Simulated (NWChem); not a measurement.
Program: NWChem. System: ClGa, charge 0, spin multiplicity 1, at a geometry optimised with B3LYP/def2-SVP. The structure started from a generated list of species. Level: CCSD(T)/def2-TZVP, 14 core orbitals frozen.

Part of the output:

```
             Northwest Computational Chemistry Package (NWChem) 7.3.0
             --------------------------------------------------------

                                NWChem Input Module
                                -------------------

 Scaling coordinates for geometry "geometry" by  1.889725989
 (inverse scale =  0.529177249)

 Turning off AUTOSYM since
 SYMMETRY directive was detected!

                             Geometry "geometry" -> ""
                             -------------------------

 Output coordinates in angstroms (scale by  1.889725989 to convert to a.u.)

  No.       Tag          Charge          X              Y              Z
 ---- ---------------- ---------- -------------- -------------- --------------
    1 Ga                  31.0000     0.00000000     0.00000000    -0.79094000
    2 Cl                  17.0000     0.00000000     0.00000000     1.44230300

 Effective nuclear repulsion energy (a.u.)     124.8750853458

            Nuclear Dipole moment (a.u.)
            ----------------------------
        X                 Y               Z
 ---------------- ---------------- ----------------
     0.0000000000     0.0000000000     0.0000207870

      Symmetry information
      --------------------

 Group name             C2v
 Group number             16
 Group order               4
 No. of unique centers     2

      Symmetry unique atoms

     1    2


 Summary of "ao basis" -> "" (spherical)
 ------------------------------------------------------------------------------
       Tag                 Description            Shells   Functions and Types
 ---------------- ------------------------------  ------  ---------------------
 *                         def2-tzvp                  on all atoms

 Summary of "ao basis" -> "ao basis" (spherical)
 ------------------------------------------------------------------------------
       Tag                 Description            Shells   Functions and Types
 ---------------- ------------------------------  ------  ---------------------
 Ga                        def2-tzvp                16       48   6s5p4d1f
 Cl                        def2-tzvp                13       37   5s5p2d1f

                                 NWChem SCF Module
                                 -----------------

  ao basis        = "ao basis"
  functions       =    85
  atoms           =     2
  closed shells   =    24
  open shells     =     0
  charge          =   0.00
  wavefunction    = RHF
  use symmetry    = T
  symmetry adapt  = T

 Summary of "ao basis" -> "ao basis" (spherical)
 ------------------------------------------------------------------------------
       Tag                 Description            Shells   Functions and Types
 ---------------- ------------------------------  ------  ---------------------
 Ga                        def2-tzvp                16       48   6s5p4d1f
 Cl                        def2-tzvp                13       37   5s5p2d1f

      Symmetry analysis of basis
      --------------------------

        a1         37
        a2          8
        b1         20
        b2         20

 Forming initial guess at       0.1s

      Superposition of Atomic Density Guess
      -------------------------------------

 Sum of atomic energies:       -2382.70237289

      Non-variational initial energy
      ------------------------------

 Total energy =   -2382.740318
 1-e energy   =   -3569.251735
 2-e energy   =    1061.636331
 HOMO         =      -0.290444
 LUMO         =       0.011051

      Symmetry analysis of molecular orbitals - initial
      -------------------------------------------------

 !! scf_movecs_sym_adapt:   54 vectors were symmetry contaminated

  Symmetry fudging

 !! scf_movecs_sym_adapt:   48 vectors were symmetry contaminated

  Numbering of irreducible representations:

     1 a1          2 a2          3 b1          4 b2

  Orbital symmetries:

     1 a1          2 a1          3 a1          4 a1          5 b1
     6 b2          7 a1          8 a1          9 b2         10 b1
    11 a1         12 a1         13 b2         14 b1         15 a1
    16 b1         17 b2         18 a1         19 a2         20 a1
    21 a1         22 b2         23 b1         24 a1         25 b1
[...]
 Same spin scaling factor:                1.130000000000000
 Opposite spin contribution:             -0.296598511007550
 Opposite spin scaling fact.:             1.270000000000000
 SCS-CCSD correlation energy:            -0.489699562342134
 Total SCS-CCSD energy:               -2383.323311061399636
 memory            104836492

*********triples calculation*********

nkpass=    1; nvpass=    1; memdrv=         202642; memtrn=        2768822; memavail=      104835868
 memory available/node                      104835868
 total number of virtual orbitals        61
 number of virtuals per integral pass    61
 number of integral evaluations           1
 number of occupied per triples pass     10
 number of triples passes                 1

 commencing integral evaluation        1 at         143.01
  symmetry use  T
task         2 out of       435 done   0%  at       0.1 secs
task        22 out of       435 done   5%  at       1.3 secs
task        44 out of       435 done  10%  at       2.0 secs
task        66 out of       435 done  15%  at       2.7 secs
task        87 out of       435 done  20%  at       3.4 secs
task       109 out of       435 done  25%  at       4.4 secs
task       131 out of       435 done  30%  at       4.9 secs
task       153 out of       435 done  35%  at       5.1 secs
task       174 out of       435 done  40%  at       5.4 secs
task       196 out of       435 done  45%  at       5.6 secs
task       218 out of       435 done  50%  at       5.8 secs
task       240 out of       435 done  55%  at       6.1 secs
task       261 out of       435 done  60%  at       6.3 secs
task       283 out of       435 done  65%  at       6.6 secs
task       305 out of       435 done  70%  at       6.9 secs
task       327 out of       435 done  75%  at       7.3 secs
task       348 out of       435 done  80%  at       7.6 secs
task       370 out of       435 done  85%  at       8.0 secs
task       392 out of       435 done  90%  at       8.3 secs
task       414 out of       435 done  95%  at       8.7 secs
task       435 out of       435 done 100%  at       8.9 secs
 commencing triples evaluation - blocking       1
 ccsd(t): done        1 out of       61 progress:    1.6%
 ccsd(t): done        2 out of       61 progress:    3.3%
 ccsd(t): done        3 out of       61 progress:    4.9%
 ccsd(t): done        4 out of       61 progress:    6.6%
 ccsd(t): done        5 out of       61 progress:    8.2%
 ccsd(t): done        6 out of       61 progress:    9.8%
 ccsd(t): done        7 out of       61 progress:   11.5%
 ccsd(t): done        8 out of       61 progress:   13.1%
 ccsd(t): done        9 out of       61 progress:   14.8%
 ccsd(t): done       10 out of       61 progress:   16.4%
 ccsd(t): done       11 out of       61 progress:   18.0%
 ccsd(t): done       12 out of       61 progress:   19.7%
 ccsd(t): done       13 out of       61 progress:   21.3%
 ccsd(t): done       14 out of       61 progress:   23.0%
 ccsd(t): done       15 out of       61 progress:   24.6%
 ccsd(t): done       16 out of       61 progress:   26.2%
 ccsd(t): done       17 out of       61 progress:   27.9%
 ccsd(t): done       18 out of       61 progress:   29.5%
 ccsd(t): done       19 out of       61 progress:   31.1%
 ccsd(t): done       20 out of       61 progress:   32.8%
 ccsd(t): done       21 out of       61 progress:   34.4%
 ccsd(t): done       22 out of       61 progress:   36.1%
 ccsd(t): done       23 out of       61 progress:   37.7%
 ccsd(t): done       24 out of       61 progress:   39.3%
 ccsd(t): done       25 out of       61 progress:   41.0%
 ccsd(t): done       26 out of       61 progress:   42.6%
 ccsd(t): done       27 out of       61 progress:   44.3%
 ccsd(t): done       28 out of       61 progress:   45.9%
 ccsd(t): done       29 out of       61 progress:   47.5%
 ccsd(t): done       30 out of       61 progress:   49.2%
 ccsd(t): done       31 out of       61 progress:   50.8%
 ccsd(t): done       32 out of       61 progress:   52.5%
 ccsd(t): done       33 out of       61 progress:   54.1%
 ccsd(t): done       34 out of       61 progress:   55.7%
 ccsd(t): done       35 out of       61 progress:   57.4%
 ccsd(t): done       36 out of       61 progress:   59.0%
 ccsd(t): done       37 out of       61 progress:   60.7%
 ccsd(t): done       38 out of       61 progress:   62.3%
 ccsd(t): done       39 out of       61 progress:   63.9%
 ccsd(t): done       40 out of       61 progress:   65.6%
 ccsd(t): done       41 out of       61 progress:   67.2%
 ccsd(t): done       42 out of       61 progress:   68.9%
 ccsd(t): done       43 out of       61 progress:   70.5%
 ccsd(t): done       44 out of       61 progress:   72.1%
 ccsd(t): done       45 out of       61 progress:   73.8%
 ccsd(t): done       46 out of       61 progress:   75.4%
 ccsd(t): done       47 out of       61 progress:   77.0%
 ccsd(t): done       48 out of       61 progress:   78.7%
 ccsd(t): done       49 out of       61 progress:   80.3%
 ccsd(t): done       50 out of       61 progress:   82.0%
 ccsd(t): done       51 out of       61 progress:   83.6%
 ccsd(t): done       52 out of       61 progress:   85.2%
 ccsd(t): done       53 out of       61 progress:   86.9%
 ccsd(t): done       54 out of       61 progress:   88.5%
 ccsd(t): done       55 out of       61 progress:   90.2%
 ccsd(t): done       56 out of       61 progress:   91.8%
 ccsd(t): done       57 out of       61 progress:   93.4%
 ccsd(t): done       58 out of       61 progress:   95.1%
 ccsd(t): done       59 out of       61 progress:   96.7%
 ccsd(t): done       60 out of       61 progress:   98.4%
 ccsd(t): done       61 out of       61 progress:  100.0%
 Time for integral evaluation pass     1        9.03
 Time for triples evaluation pass      1        6.46

 pseudo-e(mp4)  -0.19146934708628E-01
 pseudo-e(mp5)   0.14653692962845E-02
        e(t)    -0.17681565412344E-01

 --------------
 CCSD(T) Energy
 --------------
 Reference energy:                   -2382.833611499057497

 CCSD corr. energy:                     -0.396615726372635
 T(CCSD) corr. energy:                  -0.019146934708628
 Total CCSD+T(CCSD) energy:          -2383.249374160138814

 CCSD corr. energy:                     -0.396615726372635
 (T) corr. energy:                      -0.017681565412344
 Total CCSD(T) energy:               -2383.247908790842303

 routine      calls  cpu(0)   cpu-min  cpu-ave  cpu-max   i/o
 aoccsd          1     0.02     0.02     0.02     0.02    0.00
 iterdrv         1     0.02     0.02     0.02     0.02    0.00
 pampt          13     0.15     0.15     0.15     0.15    0.00
 t2pm           13     0.33     0.33     0.33     0.33    0.00
 sxy            13     0.63     0.63     0.63     0.63    0.00
 ints      2373579   118.30   118.30   118.30   118.30    0.00
 t2eri        5655    12.59    12.59    12.59    12.59    0.00
 idx2         5655     1.52     1.52     1.52     1.52    0.00
 idx34          13     0.14     0.14     0.14     0.14    0.00
 ht2pm          13     0.37     0.37     0.37     0.37    0.00
 itm            13     1.68     1.68     1.68     1.68    0.00
 pdiis          13     0.06     0.06     0.06     0.06    0.00
 triples         1     0.00     0.00     0.00     0.00    0.00
 rdtrpo          1     0.01     0.01     0.01     0.01    0.00
 trpmos          1     9.03     9.03     9.03     9.03    0.00
 trpdrv          1     0.73     0.73     0.73     0.73    0.00
 dovvv       67100     2.74     2.74     2.74     2.74    0.00
 doooo       67100     0.68     0.68     0.68     0.68    0.00
 tengy       61000     2.24     2.24     2.24     2.24    0.00
 Total               151.25   151.25   151.25   151.25    0.00

 Task  times  cpu:      161.0s     wall:      161.0s

 Total times  cpu:      161.0s     wall:      161.0s
```

**Question.** Write an NWChem input that would produce this output.

**Answer.** One answer among several that fit: 
```
start mol
memory heap 100 mb stack 700 mb global 1900 mb
geometry units angstroms nocenter noautoz
  Ga     0.000000     0.000000    -0.790940
  Cl     0.000000     0.000000     1.442303
  symmetry group C2v
end
basis spherical
  * library def2-tzvp
end
scf
  rhf
  nopen 0
  maxiter 100
  thresh 1e-7
  semidirect memsize 60000000 filesize 0
end
ccsd
  freeze core 14
  maxiter 60
end
task ccsd(t) energy
```
